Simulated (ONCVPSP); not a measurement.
## Be (Z = 4): one change to an ONCV potential, before and after

ONCVPSP 4.0.1 input, shortened (lines: element, Z, core and valence counts, functional; n l f; lmax; l rc ep ncon nbas qcut; lloc lpopt rc5 dvloc0; l nproj debl; icmod fcfact rcfact), PBE, scalar-relativistic:

```
  Be 4.00    0    3        4      upf
    1    0    2.00
    2    0    1.75
    2    1    0.25
    2
    0    0.65    0.00    4    7   18.90
    1    4.00    0.00    3    6    3.20
    2    3.95    0.25    4    8    2.60
    4    5    0.45    3.00
    0    2    1.50
    1    3    3.90
    2    2    2.10
    0    0.00    0.00
```

All-electron outer shells of the reference configuration (PBE, scalar-relativistic, ld1.x):

```tsv
shell	level (eV)	outermost node (bohr)	outermost maximum (bohr)
1s	-106.59	–	0.27
2s	-5.77	0.59	2.04
2p	-2.16	–	2.28
```

Change: p: rc 4.58.

Cutoffs: the cutoffs (Ha) at which the residual kinetic energy of the hardest occupied pseudo-wave falls to 1 and 0.1 mHa per electron; they do not see the model core or the augmentation charge, which bear on the density cutoff. Errors are all-electron minus pseudo energies relative to the spin-unpolarised reference configuration.

Problem. Predict the effect on cutoff, ghosts and configuration errors.

Solution. The potential gets neither clearly harder nor softer (127 Ha and 149 Ha → 127 Ha and 149 Ha); the lowest positive-energy flag moves from p at 212.2 eV to p at 10.8 eV; of the 4 tests that both files solve, the error grows in 4 and shrinks in 0 by more than 15 % and 0.3 meV (median size 17.1 → 22.4 meV); neither file shows a bound ghost. More of the atom is replaced by a form fitted at one configuration, so other configurations suffer.

| quantity | base | changed |
| --- | --- | --- |
| cutoff, loose | 127 Ha | 127 Ha |
| cutoff, tight | 149 Ha | 149 Ha |
| loose cutoff by channel | s 127 Ha, p 2.9 Ha | s 127 Ha, p 2.6 Ha |
| bound ghosts | none | none |
| GHOST(+) flags under 300 eV | p at 212.2 eV | p at 10.8 eV, p at 211.4 eV |
| error for 1s2 2s2 2p0, meV [ΔE -0.90 eV] | -1.9 | -2.2 |
| error for 1s2 2s1 2p0, meV [ΔE 8.65 eV] | +25 | +32 |
| error for 1s2 2s0 2p0, meV [ΔE 26.60 eV] | +66 | +83 |
| error for 1s2 2s1.5 2p0, meV [ΔE 2.86 eV] | +9.5 | +13 |
| s: phases at 0.66 bohr within 0.05 rad from the reference energy up to (Ha; the scan ends near 5) | to the end of the scan | to the end of the scan |
| d: phases at 4.02 bohr within 0.05 rad from the reference energy up to (Ha; the scan ends near 5) | 1.0 | 1.0 |
